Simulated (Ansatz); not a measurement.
The cluster Cs3H3. The state is a triplet with charge 0. Geometry PBE0-D4/def2-TZVP, that of the charge +1 doublet; atoms count from 1.

Cartesian coordinates in Å:
```
Cs -2.151 -1.548 5.756
Cs 0.536 1.166 1.392
Cs 1.582 1.311 -3.834
H -0.728 -1.375 -0.931
H -0.300 -0.783 -1.115
H 1.062 1.229 -1.267
```

In the def2 sets Cs takes a core potential; there is no spin–orbit coupling. At PBE0-D4/def2-TZVP a singlet of charge 0 lies 0.25 eV below the triplet at the same geometry. The structure comes from a short search, and lower isomers may exist.

Estimate the Mulliken populations from the PBE0/def2-TZVP orbitals of Ansatz.


```csv
atom,charge (e),spin (α − β)
Cs1,-0.09,1.08
Cs2,0.59,0.26
Cs3,0.18,0.63
H4,-0.02,0.00
H5,0.00,0.00
H6,-0.66,0.03
```
Mulliken values depend strongly on the basis.

Where does the spin sit?

Summed by element: Cs 1.97, H 0.03, of 2 unpaired in all. Largest on single atoms: Cs1 1.08, Cs3 0.63, Cs2 0.26.
